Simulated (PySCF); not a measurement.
Ligands exchanged one at a time, Ge Cl-SH. Isolated molecules, 0 K electronic values unless said otherwise. One relaxed conformer stands for each flexible species; it need not be the lowest. Strings in code marks are SMILES.

The LUMO from two functionals at the same geometries (PBE0-D3(BJ)/def2-TZVP), both in PySCF: PBE-D3(BJ)/def2-TZVP and PBE0-D3(BJ)/def2-TZVP. 

```tsv
species	PBE-D3(BJ)/def2-TZVP (eV)
0 of 4 Cl replaced by SH (`[Ge]([Cl])([Cl])([Cl])[Cl]`)	-3.20
1 of 4 Cl replaced by SH (`[SH][Ge]([Cl])([Cl])[Cl]`)	-2.93
2 of 4 Cl replaced by SH	-2.70
3 of 4 Cl replaced by SH (`[SH][Ge]([SH])([SH])[Cl]`)	-2.48
4 of 4 Cl replaced by SH (`[SH][Ge]([SH])([SH])[SH]`)	-2.36
```

### Question
What does PBE0-D3(BJ)/def2-TZVP give for each?

### Answer

- 0 of 4 Cl replaced by SH (`[Ge]([Cl])([Cl])([Cl])[Cl]`): -2.22
- 1 of 4 Cl replaced by SH (`[SH][Ge]([Cl])([Cl])[Cl]`): -1.98
- 2 of 4 Cl replaced by SH: -1.76
- 3 of 4 Cl replaced by SH (`[SH][Ge]([SH])([SH])[Cl]`): -1.56
- 4 of 4 Cl replaced by SH (`[SH][Ge]([SH])([SH])[SH]`): -1.47
Over these rows, drawn at random from the members with no instability flagged (it was tested for open shells, ions and some series alone), PBE minus PBE0-D3(BJ): mean -0.94 eV, from -0.97 eV to -0.90 eV.
